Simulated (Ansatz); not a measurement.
C$_{2}$H$_{6}$AlF, triplet, at a GFN2-xTB geometry (such geometries of metal compounds can be far from the true shape) (a higher spin typed on purpose: for a closed-shell molecule this is an excited state); MP2/def2-SVPD in Ansatz (a first-principles code).

Here is a job for Ansatz.
Ansatz 0.2 input:
```yaml
crystal:
  periodic: [false, false, false]
  atoms:
    - {symbol: Al, position_ang: [0.19980914, -0.19312548, 0.17540542]}
    - {symbol: C, position_ang: [1.86426202, -0.01408556, -1.33131879]}
    - {symbol: H, position_ang: [2.71149304, -0.59501172, -0.98260111]}
    - {symbol: H, position_ang: [2.10194063, 1.04149136, -1.40422681]}
    - {symbol: H, position_ang: [1.47358845, -0.39396865, -2.26892868]}
    - {symbol: C, position_ang: [-1.33990430, -0.49273228, 1.79163399]}
    - {symbol: H, position_ang: [-2.20356044, -0.94327075, 1.31501834]}
    - {symbol: H, position_ang: [-1.57520826, 0.49218926, 2.17972022]}
    - {symbol: H, position_ang: [-0.91915931, -1.13736804, 2.55602788]}
    - {symbol: F, position_ang: [-0.81475103, 0.78749742, -0.71524128]}
basis:
  gaussian:
    orbitals: def2-SVPD
magnetization: {spin_polarized: true, initial_magnetization: 2}
correlation: {method: mp2}
```

Q: Predict the main parts of the log of this Ansatz run.

A: 
```
Functional definition: HF
1311 factors; integrals over basis functions are off by at most 1.3e-3 eV
mean field evaluation 1: about -11433.1300 eV, gradient 2.6e1 eV
mean field evaluation 2: about -11433.1510 eV, gradient 2.6e1 eV
mean field evaluation 4: about -11436.7632 eV, gradient 3.3e0 eV
mean field evaluation 8: about -11436.9453 eV, gradient 1.9e-1 eV
mean field evaluation 16: about -11436.4061 eV, gradient 3.6e0 eV
mean field evaluation 32: about -11436.9449 eV, gradient 5.7e-2 eV
mean field -11436.94630521 eV, -420.3000244757 hartree, gradient 1.9e-6 eV, S^2 2.040742; 4 other end points of the search recorded, 0 dependent functions left out
8 core orbitals not correlated
reference -11436.94630521 eV, -420.3000244757 hartree; 13, 11 occupied and 114, 116 virtual orbitals, 1311 factors
second order -14.91505512 eV of doubles, -0.00000000 eV of singles
Total energy: -11451.86136033 eV, -420.8481426416 hartree
```
